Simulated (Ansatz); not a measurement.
`N#C[SiH](F)F` + `CN[SiH2]O` → `CN([SiH2]O)[SiH](F)F` + `C#N`  (ligand exchange at the Si–C bond)

Computed with Ansatz on PBE0-D4/def2-TZVP structures; ΔE is electronic, products minus reactants. CCSD(T)/CBS is the MP2 limit (def2-TZVPP, def2-QZVPP) plus CCSD(T) − MP2 in def2-TZVPP, frozen cores. This one scheme is used for every species. Each species was taken in one conformer, which may not be the lowest.

`N#C[SiH](F)F`:

Cartesian coordinates in Å:
```
N -1.646 0.554 -1.702
C -0.861 0.281 -0.906
Si 0.360 -0.097 0.415
F 1.796 0.111 -0.197
F 0.181 -1.611 0.804
H 0.170 0.762 1.586
```

`CN[SiH2]O`:

Z-matrix (Å, degrees):
```
C
N 1 1.446
H 1 1.097 2 113.4
H 1 1.093 2 109.4 3 -120.0
H 1 1.094 2 111.4 3 121.9
Si 2 1.705 1 125.5 3 97.3
H 2 1.008 1 113.7 3 -65.2
O 6 1.652 2 118.0 1 -83.0
H 6 1.489 2 105.4 1 38.4
H 6 1.479 2 107.7 1 160.6
H 8 0.958 6 117.8 2 73.7
```

`CN([SiH2]O)[SiH](F)F`:

Cartesian coordinates in Å:
```
C -0.989 -1.150 -0.446
N -0.227 0.067 -0.124
Si 0.299 0.248 1.512
O 1.361 -0.909 1.994
Si 0.154 1.131 -1.388
F -1.158 1.494 -2.207
F 1.104 0.443 -2.463
H -1.607 -1.444 0.407
H -0.330 -1.986 -0.693
H -1.659 -0.977 -1.290
H -0.857 0.054 2.415
H 0.887 1.608 1.603
H 2.223 -0.935 1.578
H 0.799 2.355 -0.898
```

`C#N`:

Cartesian coordinates in Å:
```
C -0.002 0.008 -0.024
N 0.111 -0.348 1.059
H -0.108 0.339 -1.035
```

| species | MP2/def2-QZVPP energy (Eh) |
| --- | --- |
| `N#C[SiH](F)F` | -582.03739 |
| `CN[SiH2]O` | -461.17791 |
| `CN([SiH2]O)[SiH](F)F` | -949.95549 |
| `C#N` | -93.28144 |

(1) Work out ΔE.

Largest T1 diagnostic among the species: 0.014.

Results:

(1) ΔE = (-949.95549) + (-93.28144) − (-582.03739) − (-461.17791) = -0.02163 Eh = -0.59 eV. CCSD(T)/CBS gives -0.59 eV.

In def2-TZVPP, CCSD(T) changes the Hartree–Fock value by −0.08 eV (the triples alone add −0.01 eV) and MP2 by −0.08 eV. The D4 term adds −0.11 eV with B3LYP and −0.07 eV with PBE0; it sums over pairs of atoms, weighted by their polarisabilities, and B3LYP, whose exchange is more repulsive, gets the larger term. From PBE to PBE0 (25 % exact exchange), in def2-TZVPP and without D4, ΔE moves by −0.05 eV.

B3LYP here is the variant with VWN-RPA as its local correlation; programs differ in this.
